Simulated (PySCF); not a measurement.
Peak assignment

Atom-mapped SMILES (the numbers label the heavy atoms): `[CH3:1][SiH2:2][CH2:3][O:4][SiH:5]([PH2:6])[PH2:7]`. Each H is labelled by its parent atom.

PySCF 2.14 calculation with σ from GIAO-PBE0/pcSseg-1 and coordinates at the GFN2-xTB level; no relativistic terms, isolated molecule, a single conformation, fast rotation and ring inversion assumed for equivalent nuclei.

References, each an isolated molecule treated in the same way: TMS for $^{13}$C (σref 186.93), $^{1}$H (σref 31.72).

Task: Assign these signals to the numbered atoms. $^{13}$C{$^{1}$H} NMR (computed): δ 58.1 (CH2), -9.1 (CH3).

Result: 
| δ (ppm) | atoms | environment | reason |
| --- | --- | --- | --- |
| 58.1 | C3 | sp3 CH2 bonded to O and Si | deshielded by the electronegative neighbour |
| -9.1 | C1 | methyl carbon bonded to Si | an electropositive neighbour leaves it electron-rich and shielded |

Task: Assign these signals to the numbered atoms. $^{1}$H NMR (400 MHz, computed): δ 6.61 (m, 1H), 4.18 (m, 2H), 3.61 (t, 2H), 1.13 (m, 4H), 0.31 (t, 3H).

Result: 
```tsv
δ (ppm)	atoms	environment	reason
6.61	H(Si5)	hydrogen on a silicon bonded to O, 2 P	–
4.18	H(Si2)	hydrogen on a silicon bonded to 2 C	–
3.61	H(C3)	hydrogen on an sp3 CH2 bonded to O and Si	its carbon carries O, an electronegative neighbour
1.13	H(P6)/H(P7)	hydrogen on a phosphorus bonded to Si	–
0.31	H(C1)	hydrogen on a methyl carbon bonded to Si	an electropositive neighbour shields it, as in TMS itself
```

Splittings by $^{31}$P in the carbon and heteronuclear signals aren't shown, as no couplings were computed. Shifts are as computed. Against solution values, carbons near 30 ppm lie about +3 ppm off and those near 130 ppm about +5 ppm. Of 1211 compounds with measured shifts, 218 miss one by over three times the rms of a fit or turn the order of signals round; such compounds aren't used in these exercises. No couplings were computed; multiplicities are counted from neighbouring protons, with m where these are inequivalent, close in shift, in a saturated or five-membered ring or joined by F or P, and br s for small geminal =CH2 splittings.
